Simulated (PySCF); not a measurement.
## Radial density of Xe²³⁺ (xenon, charge +23)

UHF, [Ar] 3d10 4s2 4p1, 2P determinant. Calculation: PySCF 2.14, in an even-tempered Gaussian basis (20 s from 1.3 bohr⁻², ratio 2.5; 14 p from 1.6 bohr⁻², ratio 2.5; 8 d from 2.9 bohr⁻², ratio 2.5; 5 f from 9.8 bohr⁻², ratio 2.7; 4 g from 15 bohr⁻², ratio 2.7); the spin-free X2C one-electron Hamiltonian (Gaussian nucleus).

| r (bohr) | 4πr²ρ (e/bohr) | 4πr²(ρα − ρβ) |
| --- | --- | --- |
| 0.0201 | 70.40 | 0.0662 |
| 0.0338 | 60.52 | 0.2157 |
| 0.0568 | 75.70 | 0.3718 |
| 0.0956 | 87.01 | 0.0884 |
| 0.161 | 61.53 | 0.3349 |
| 0.270 | 70.77 | 0.5067 |
| 0.455 | 20.22 | 0.7697 |
| 0.765 | 5.215 | 1.6739 |
| 1.29 | 0.1329 | 0.0601 |
| 2.16 | 6.056e-05 | 0.0000 |

Densities and radii are taken from the X2C orbitals without a picture-change correction, which distorts them close to the nucleus.

Spin-orbit coupling, absent here, splits the open shell strongly.
